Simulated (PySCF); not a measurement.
**Shifts of the heteroatoms**

Molfile (atoms numbered from 1):
```
C9H9N
     RDKit          3D

 19 19  0  0  0  0  0  0  0  0999 V2000
   -3.1109    0.8668    0.0465 N   0  0  0  0  0  0  0  0  0  0  0  0
   -2.9369   -0.3951    0.0109 C   0  0  0  0  0  0  0  0  0  0  0  0
   -1.6660   -1.0521   -0.0289 C   0  0  0  0  0  0  0  0  0  0  0  0
   -0.4090   -0.5005   -0.0266 C   0  0  0  0  0  0  0  0  0  0  0  0
   -0.2531    0.9327    0.0074 C   0  0  0  0  0  0  0  0  0  0  0  0
    0.8635    1.6927    0.0373 C   0  0  0  0  0  0  0  0  0  0  0  0
    2.2379    1.3046    0.0432 C   0  0  0  0  0  0  0  0  0  0  0  0
    2.7512    0.0539    0.0056 C   0  0  0  0  0  0  0  0  0  0  0  0
    2.0407   -1.1831   -0.0476 C   0  0  0  0  0  0  0  0  0  0  0  0
    0.7096   -1.4129   -0.0623 C   0  0  0  0  0  0  0  0  0  0  0  0
   -4.0855    1.1556    0.0737 H   0  0  0  0  0  0  0  0  0  0  0  0
   -3.7822   -1.1010    0.0096 H   0  0  0  0  0  0  0  0  0  0  0  0
   -1.7334   -2.1325   -0.0589 H   0  0  0  0  0  0  0  0  0  0  0  0
   -1.2071    1.4460    0.0117 H   0  0  0  0  0  0  0  0  0  0  0  0
    0.7068    2.7646    0.0623 H   0  0  0  0  0  0  0  0  0  0  0  0
    2.9433    2.1260    0.0787 H   0  0  0  0  0  0  0  0  0  0  0  0
    3.8301   -0.0410    0.0133 H   0  0  0  0  0  0  0  0  0  0  0  0
    2.6779   -2.0596   -0.0778 H   0  0  0  0  0  0  0  0  0  0  0  0
    0.4135   -2.4559   -0.1057 H   0  0  0  0  0  0  0  0  0  0  0  0
 11  1  1  0
  1  2  2  0
  2  3  1  0
  3  4  2  0
  4  5  1  0
  5  6  2  0
  6  7  1  0
  7  8  2  0
  8  9  1  0
  9 10  2  0
 10  4  1  0
  2 12  1  0
  3 13  1  0
  5 14  1  0
  6 15  1  0
  7 16  1  0
  8 17  1  0
  9 18  1  0
 10 19  1  0
M  END
```

PySCF 2.14.0 with density-fitted response routines calculation with structure optimised with GFN2-xTB and PBE0/pcSseg-1 with gauge-including orbitals; relativity neglected, gas phase, one computed conformer.

Problem. Predict the 15N NMR data.

Solution. 
```tsv
atoms	environment	σ (ppm)	δ (ppm)
N1	imine nitrogen	-72.7	-81.1
```

Shieldings were converted by a linear fit to measured shifts: 15N (scatter 6.3 ppm rms vs CH3NO2, solution or neat liquid). Occasional misses reach two or three times the rms, and more in compound classes unlike the fitted ones.

On a 400 MHz spectrometer 15N resonates near 40.5 MHz, so 1 ppm is 40.5 Hz.
